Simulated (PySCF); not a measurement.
Cl₂Se, triplet, geometry from GFN2-xTB (a higher spin typed on purpose: for a closed-shell molecule this is an excited state); PySCF with PBE0/6-31G**.

Here is a job for PySCF.
```python
from pyscf import gto, scf, dft

mol = gto.M(
    atom='''
Se    0.09038564    0.10880543    0.81783642
Cl    0.97674330    1.18139250   -0.74251873
Cl   -1.15751457   -1.39900335   -0.89315413
''',
    basis='6-31g**',
    spin=2,
    verbose=4,
)

mf = dft.UKS(mol)
mf.xc = 'pbe0'
mf.kernel()
```

### Question
Write the output that PySCF gives for this input, abridged.

### Answer

```
PySCF version 2.14.0

[INPUT] verbose = 4
[INPUT] num. atoms = 3
[INPUT] num. electrons = 68
[INPUT] charge = 0
[INPUT] spin (= nelec alpha-beta = 2S) = 2
[INPUT] symmetry False subgroup None
[INPUT] Mole.unit = angstrom
[INPUT] Symbol           X                Y                Z      unit          X                Y                Z       unit  Magmom
[INPUT]  1 Se     0.090385640000   0.108805430000   0.817836420000 AA    0.170804105194   0.205612463566   1.545486848495 Bohr   0.0
[INPUT]  2 Cl     0.976743300000   1.181392500000  -0.742518730000 AA    1.845777331004   2.232508270615  -1.403157042060 Bohr   0.0
[INPUT]  3 Cl    -1.157514570000  -1.399003350000  -0.893154130000 AA   -2.187385522494  -2.643733178849  -1.687816692724 Bohr   0.0

nuclear repulsion = 309.580871580461
number of shells = 28
number of NR pGTOs = 197
number of NR cGTOs = 68
basis = 6-31g**
ecp = {}

******** <class 'pyscf.dft.uks.UKS'> ********
method = UKS
initial guess = minao
damping factor = 0
level_shift factor = 0
DIIS = <class 'pyscf.scf.diis.CDIIS'>
diis_start_cycle = 1
diis_space = 8
diis_damp = 0
SCF conv_tol = 1e-09
SCF conv_tol_grad = None
SCF max_cycles = 50
direct_scf = True
direct_scf_tol = 1e-13
number electrons alpha = 35  beta = 33
XC library pyscf.dft.libxc version 7.1.2
    S. Lehtola, C. Steigemann, M. J. T. Oliveira, and M. A. L. Marques,  SoftwareX 7, 1–5 (2018)
XC functionals = pbe0
    C. Adamo and V. Barone,  J. Chem. Phys. 110, 6158 (1999)
    M. Ernzerhof and G. E. Scuseria,  J. Chem. Phys. 110, 5029 (1999)
radial grids:
    Treutler-Ahlrichs [JCP 102, 346 (1995); DOI:10.1063/1.469408] (M4) radial grids

becke partition: Becke, JCP 88, 2547 (1988); DOI:10.1063/1.454033
pruning grids: <function nwchem_prune>
grids dens level: 3
symmetrized grids: False
atomic radii adjust function: <function treutler_atomic_radii_adjust>
small_rho_cutoff = 0
Set gradient conv threshold to 3.16228e-05
tot grids = 58184
init E= -3320.23497598403

cycle= 1 E= -3320.88257458889  delta_E= -0.648  |g|= 0.328  |ddm|= 1.62
cycle= 2 E= -3319.45607763099  delta_E= 1.43  |g|= 1.31  |ddm|= 2.58
cycle= 3 E= -3320.95831282065  delta_E= -1.5  |g|= 0.138  |ddm|= 2.28
cycle= 4 E= -3320.96381389046  delta_E= -0.0055  |g|= 0.0984  |ddm|= 0.325
cycle= 5 E= -3320.97040068783  delta_E= -0.00659  |g|= 0.0245  |ddm|= 0.134
cycle= 6 E= -3320.97096285109  delta_E= -0.000562  |g|= 0.00645  |ddm|= 0.0482
cycle= 7 E= -3320.97102013384  delta_E= -5.73e-05  |g|= 0.00298  |ddm|= 0.0211
cycle= 8 E= -3320.97103197874  delta_E= -1.18e-05  |g|= 0.0022  |ddm|= 0.00862
cycle= 9 E= -3320.97104044179  delta_E= -8.46e-06  |g|= 0.000758  |ddm|= 0.00779
cycle= 10 E= -3320.97104245738  delta_E= -2.02e-06  |g|= 0.000261  |ddm|= 0.00564
cycle= 11 E= -3320.97104265132  delta_E= -1.94e-07  |g|= 8.67e-05  |ddm|= 0.00172
cycle= 12 E= -3320.97104266823  delta_E= -1.69e-08  |g|= 1.4e-05  |ddm|= 0.000556
cycle= 13 E= -3320.97104266875  delta_E= -5.18e-10  |g|= 6.44e-06  |ddm|= 7.43e-05
Extra cycle  E= -3320.97104266883  delta_E= -7.59e-11  |g|= 4.96e-06  |ddm|= 2.83e-05
converged SCF energy = -3320.97104266883  <S^2> = 2.0062298  2S+1 = 3.0041504
```
